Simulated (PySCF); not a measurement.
HfOBr₂, SMILES [O]=[Hf]([Br])[Br], multiplicity 1. Atoms are numbered in the order given.

```xyz
4

Hf    -0.1866     0.5193     0.0000
O      0.7840     1.9808     0.0000
Br     0.1023    -0.7605    -2.1652
Br     0.1023    -0.7605     2.1652
```

Geometry optimised at B3LYP-D3(BJ)/def2-SVP. The spin state was assumed, not searched. The def2 effective core potentials stand for the cores of Hf; spin–orbit coupling is left out.

These are PySCF with HF/def2-TZVPD values and carry that method's errors.

Mulliken values depend strongly on the basis, most of all with diffuse functions as here. ESP charges are fitted to the potential on shells at 1.4 to 2.0 van der Waals radii. Atomic charges (e):

| atom | ESP fit | Mulliken |
|---|---|---|
| Hf1 | ___ | 1.73 |
| O2 | ___ | -0.72 |
| Br3 | ___ | -0.50 |
| Br4 | ___ | -0.50 |

Complete the blanks. (An estimate is asked for; the answer gives what the named calculation found.)


- Hf1, ESP fit: 1.58
- O2, ESP fit: -0.78
- Br3, ESP fit: -0.40
- Br4, ESP fit: -0.40
